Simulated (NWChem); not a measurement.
# C₅H₃N; SMILES C#C/C=C/C#N

```xyz
9

C     -0.1180    -3.0366     0.0000
C      0.1262    -1.8341     0.0000
C      0.4538    -0.4578     0.0000
C     -0.4711     0.5478     0.0000
C     -0.1125     1.9246     0.0000
N      0.1590     3.0687     0.0000
H     -0.3428    -4.0946     0.0000
H      1.5271    -0.1965     0.0000
H     -1.5486     0.3134     0.0000
```
Atoms are numbered in this order, from 1.

Computed with NWChem. Coordinates come from a PBE-D3(BJ)/def2-SVP optimisation. Level: M06-2X/def2-SVP with SMD (1 M gas to 1 M solution), gas-phase geometry.

Question: Among these, which solvent gives the highest value of “solvation free energy (kcal/mol)”?
(A) 2-propanol
(B) tetrahydrofuran
(C) water
(D) diethyl ether

Answer: C, water. Values: tetrahydrofuran -5.7; diethyl ether -5.6; 2-propanol -5.0; water -2.3
